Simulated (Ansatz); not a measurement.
`C[O][Al]([F])[F]` + HBr → `[F][Al]([F])[Br]` + CH₃OH at 500 K and 1 bar (ligand exchange at the Al–O bond).

Isolated molecules relaxed with PBE0-D4/def2-TZVP in Ansatz; ΔE leaves out vibrations. CBS: MP2 limit from def2 TZ/QZ plus the TZ coupled-cluster correction, frozen cores. This one scheme is used for every species. For Br outer-core shells are correlated without core-valence functions, which leaves a few kJ/mol of doubt a bond. Scalar relativity is left out up to krypton. One conformer a species, not always the lowest.

```tsv
species	CCSD(T)/CBS energy (Eh)	H − E (kJ/mol)	S (J/(mol·K))
`C[O][Al]([F])[F]`	-556.83340	165.8	399.1
HBr	-2573.91920	30.5	213.7
`[F][Al]([F])[Br]`	-3015.14527	46.5	347.3
CH₃OH	-115.61712	157.0	265.4
```

H − E and S are ideal-gas, rigid-rotor, harmonic terms from PBE0-D4/def2-TZVP, for one conformer and one mirror image of each species. 1 Eh = 2625.50 kJ/mol, R = 8.31446 J/(mol·K).

Problem. By hand: ΔE, ΔH, ΔS and ΔG.

Solution. ΔE = (-3015.14527) + (-115.61712) − (-556.83340) − (-2573.91920) = -0.00979 Eh = -25.7 kJ/mol. Δ(H − E) = 46.5 + 157.0 − 165.8 − 30.5 = 7.2, so ΔH = -18.5 kJ/mol. ΔS = 347.3 + 265.4 − 399.1 − 213.7 = -0.1 J/(mol·K). ΔG = -18.5 − 500 × (-0.1)/1000 = -18.4 kJ/mol.

Problem. By hand: the equilibrium constant, and the temperature at which ΔG would vanish if ΔH and ΔS stayed fixed.

Solution. log₁₀ K = −ΔG/(RT ln 10) = 1.9. ΔG = 0 at ΔH/ΔS = 185000 K, far beyond where these terms or the molecules hold.

The number of gas molecules stays the same, so ΔS is small and ΔH decides. A doubt of 5 kJ/mol in ΔE shifts log₁₀ K by 0.5 here. Other conformers and mirror images would add mixing entropy, several J/(mol·K) or more a flexible species. These are equilibria of isolated gas molecules and say nothing of rates. Largest T1 diagnostic: 0.012 (customary marks: 0.02 for closed shells, 0.045 for open ones).
